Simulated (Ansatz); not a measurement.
CH3Cl, charge +1, doublet, geometry from GFN2-xTB (a state made from the parent by changing its charge; the spin is typed, not shown lowest). Base run: HF/6-31G* (Ansatz, a quantum-chemistry and plane-wave program).

Geometry (Å):
```xyz
5

C     -0.0013     0.0452    -1.0824
Cl     0.0008    -0.0268     0.6405
H     -0.0321     1.0942    -1.4215
H      0.9087    -0.4290    -1.4863
H     -0.8820    -0.4816    -1.4863
```
Charge +1, spin multiplicity 2.
Orbitals are unrestricted.
All else is at Ansatz's defaults.

Each row names what was changed in the base input (with any setting that the change needs).

| change | E (Eh) | SCF-reference <S^2> | core-seconds (rough) |
|---|---|---|---|
| base | -498.70766 | 0.758 | 1 |
| functional = B2GP-PLYP | -499.40914 | 0.755 | 10 |
| functional = b3lyp5 | -499.59927 | 0.752 | 10 |
| functional = blyp | -499.65489 | 0.752 | 10 |
| functional = wB97X | -499.65888 | 0.753 | 20 |
| functional = pbe0; dispersion = d4 | -499.47526 | 0.753 | 8 |
| functional = SVWN5 | -497.80296 | 0.751 | 3 |
| functional = r2scan | -499.61746 | 0.753 | 20 |
| functional = pbe; dispersion = d3bjatm | -499.43590 | 0.752 | 10 |
| functional = hse06 | -499.46408 | 0.753 | 9 |
| functional = PBE0-DH | -499.44239 | 0.755 | 10 |
| functional = pbe; dispersion = d4 | -499.43504 | 0.752 | 8 |
| functional = b3lyp; dispersion = d4 | -499.69609 | 0.752 | 8 |

Absolute energies of different levels of theory aren't comparable as measures of quality.
